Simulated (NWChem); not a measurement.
# CH₇NSi; SMILES CN[SiH3]

```xyz
10

Si     0.0797     1.1049     0.0018
N     -0.5408    -0.5103     0.0106
C      0.2752    -1.6998    -0.0196
H     -1.0748     2.0237     0.2368
H      1.0932     1.2380     1.0944
H      0.7579     1.5429    -1.2675
H     -1.4797    -0.6467    -0.3466
H      0.5677    -2.0278    -1.0371
H     -0.2357    -2.5476     0.4672
H      1.2074    -1.5290     0.5432
```
Atoms are numbered in this order, from 1.

All runs: NWChem. The geometry was optimised at PBE0/def2-SVP. GIAO values for the isolated, static molecule; σ is the absolute isotropic shielding, δ = σ(reference) − σ with the isolated reference molecule computed at the same levels (13C: tetramethylsilane, 1H: tetramethylsilane, 15N: ammonia, 29Si: tetramethylsilane).

Estimate the computed values for LDA (Slater exchange, VWN5)/pcSseg-1. Quantities: δ Si1 (ppm); δ N2 (ppm); δ C3 (ppm); δ H4 (rotor mean) (ppm); δ H7 (ppm); δ H8 (rotor mean) (ppm).


```json
{
 "δ Si1 (ppm)": "-55.0",
 "δ N2 (ppm)": "11.1",
 "δ C3 (ppm)": "33.5",
 "δ H4 (rotor mean) (ppm)": "4.98",
 "δ H7 (ppm)": "-0.69",
 "δ H8 (rotor mean) (ppm)": "2.71"
}
```
